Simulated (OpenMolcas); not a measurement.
Nb3+.

```json
{
 "Program": "OpenMolcas 26.06",
 "Method": "CASSCF",
 "Basis": "ANO-R1 [6s4p3d1f]",
 "Scalar Hamiltonian": "X2C, finite nucleus",
 "Active space": "2 electrons in 5 orbitals (4d)",
 "State averaging": "2S+1 = 3 even, 10 roots; 2S+1 = 1 even, 15 roots",
 "Spin-orbit coupling": "RASSI with atomic mean-field integrals over the reference wave functions, term energies averaged over their components"
}
```

Levels without dynamic correlation, in cm-1 above 4d2 3F2:

```csv
Level,E
4d2 1G4,16597
4d2 1D2,10981
4d2 3P0,12079
4d2 1S0,39219
```

On this reference, SS-CASPT2, IPEA 0.25 Eh, imaginary shift 0.1 Eh (closed shells correlated: 4s 4p) puts 4d2 1G4 at 14860 cm-1.

Task: Estimate the other levels at that method by one scale factor, and say how well it serves.

Result: The factor is 14860 / 16597 = 0.895. Scaled values beside those that SS-CASPT2 gives:
```json
{"Level": "4d2 1D2", "Scaled": "9828", "SS-CASPT2": "8430", "Miss (%)": "+16.6"}
{"Level": "4d2 3P0", "Scaled": "10811", "SS-CASPT2": "10350", "Miss (%)": "+4.5"}
{"Level": "4d2 1S0", "Scaled": "35101", "SS-CASPT2": "32570", "Miss (%)": "+7.8"}
```
For these levels the scaled values miss SS-CASPT2 by up to 16.6 %, as correlation changes each term by its own factor, spin-orbit parts do not scale and CASPT2 has its own spread within terms. This holds within one configuration; levels of others move differently, and the target method has errors of its own against measurement.

Term energies are means over components that CASPT2 splits; among the terms shown or strongly mixed into the levels shown the widest spread is 510 cm-1 (4d2 3F, SS-CASPT2). The basis is small and was not contracted for so high a charge. Without dynamic correlation excited terms often stand tens of per cent too high (terms of higher spin than the ground term too low), and those without a measured partner can miss by more than the paired ones (holds for CASSCF). Only configurations of the active space appear.
